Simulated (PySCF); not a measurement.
F4OW, triplet, geometry from GFN2-xTB (such geometries of metal compounds can be far from the true shape) (the multiplicity is a formal guess) (core potentials on W). Base run: DF-PBE0/def2-SVP in PySCF.

Here is a job for PySCF.
```python
from pyscf import gto, scf, dft

mol = gto.Mole()
mol.atom = '''
    W     0.005982   -0.119436    0.006868
    O     0.771866   -0.294012    1.585369
    F    -1.384011    0.593294   -0.988063
    F     0.840760    1.655764    0.577823
    F     1.083755    0.380215   -1.469503
    F    -1.275795   -1.385898    0.414055
'''
mol.basis = 'def2-svp'
mol.ecp = {'W': 'def2-svp'}
mol.charge = 0
mol.spin = 2
mol.verbose = 4
mol.build()

mf = dft.UKS(mol)
mf.xc = 'pbe0'
mf = mf.density_fit(auxbasis='def2-universal-jkfit')
mf.kernel()
```

Variants of this job, named by their change:

```tsv
change	E (Eh)	HOMO (eV)	dipole (D)	<S^2>	core-seconds (rough)
base	-540.91963	-8.23	1.93	2.017	30
functional = o3lyp	-541.31627	-7.18	1.70	2.012	20
functional = scan	-541.32101	-6.98	1.81	2.014	40
functional = pw6b95	-541.88250	-8.35	1.93	2.016	50
functional = blyp	-541.38291	-6.18	1.46	2.006	30
functional = x3lyp	-541.23655	-7.94	1.86	2.015	30
functional = tpss	-541.46416	-6.52	1.57	2.008	60
functional = mn15	-540.88938	-8.91	2.04	2.015	50
functional = pbe; dispersion = d4	-541.02254	-6.33	1.45	2.006	30
functional = wb97x	-541.28425	-10.66	2.18	2.017	30
functional = pbe; dispersion = d3bjm	-541.02800	-6.33	1.45	2.006	30
functional = m062x	-541.07848	-9.92	2.28	2.023	50
functional = mn12l	-540.63294	-7.23	2.02	2.013	40
```

Total energies compare only within one method and basis.

Open shells are given as the SCF converged; they aren't shown to be the lowest states, and a large step between rows can be another state.
